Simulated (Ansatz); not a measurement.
```yaml
crystal:
  periodic: [false, false, false]
  atoms:
    - {symbol: C, position_ang: [-0.311977, 1.435544, 0.989353]}
    - {symbol: N, position_ang: [0.386657, 1.255210, -0.043545]}
    - {symbol: Ga, position_ang: [0.432091, -0.481323, -0.725898]}
    - {symbol: O, position_ang: [-0.568852, -1.732570, -0.046904]}
    - {symbol: Cl, position_ang: [1.689304, -1.023893, -2.417498]}
    - {symbol: H, position_ang: [-0.341018, 2.447617, 1.320840]}
    - {symbol: H, position_ang: [-0.933809, 0.752453, 1.413408]}
    - {symbol: H, position_ang: [-0.450762, -2.590723, -0.453412]}
basis:
  gaussian: {orbitals: 6-31G}
hamiltonian: {xc: {name: B97}}
scf: {lower_state_search: full}
outputs: {forces: true}
output: {forces: true}
```

```sh
$ ansatz run in.yaml --threads 4 --pin off --events-out ev --progress --plain --max-ram 10444MiB
```

Output, abridged:

```
Error: YAML parse error: error: line 16 column 1: unknown field `outputs`, expected one of crystal, accuracy, basis, kpoints, hamiltonian, magnetization, projection, total_charge, correlation, batch, efield, external_charges, scf, relax, neb, saddle, md, ramp, phonons, dielectric, real_time, elastic, magnetic_configurations, gw, evaluate, workflow, output, checkpoint, execution
  --> <input>:16:1
   |
14 | hamiltonian: {xc: {name: B97}}
15 | scf: {lower_state_search: full}
16 | outputs: {forces: true}
   | ^ unknown field `outputs`, expected one of crystal, accuracy, basis, kpoints, hamiltonian, magnetization, projection, total_charge, correlation, batch, efield, external_charges, scf, relax, neb, saddle, md, ramp, phonons, dielectric, real_time, elastic, magnetic_configurations, gw, evaluate, workflow, output, checkpoint, execution
17 | output: {forces: true}
   |
```

In this input the input holds a key that doesn't belong there. The input was rejected before any iteration.
